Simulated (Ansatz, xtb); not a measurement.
System: sum formula SnOBr (charge -1, singlet). SMILES of the parent species: [Sn](=[O])[Br]
Geometry from a B3LYP-D3(BJ)/def2-TZVP (Ansatz, a quantum-chemistry and plane-wave program) optimisation:
```
Sn
O 1 1.8677
Br 1 2.8352 2 107.31
```
Charge -1, spin multiplicity 1.

Harmonic wavenumbers from GFN2-xTB (xtb, at its own minimum), cm⁻¹: 110, 176, 641.

### Question
Give the harmonic wavenumbers at B3LYP-D3(BJ)/def2-TZVP (Ansatz, finite differences of forces, unscaled).

### Answer
112, 162, 773 cm⁻¹. Zero-point energy 1.5 kcal/mol.

### Question
From these and the geometry, give the ideal-gas thermochemistry at 298.15 K and 1 atm (rigid rotor, harmonic oscillator).

### Answer
Point group Cs, rotational symmetry number 1. Rotational constants 12.07, 1.171, 1.067 GHz. S(trans) 41.99, S(rot) 27.46, S(vib) 5.99, S(elec, spin only) 0.00, S 75.4 cal/(mol K). H(298) - H(0) 3.26 kcal/mol; G - E(el) -17.7 kcal/mol.
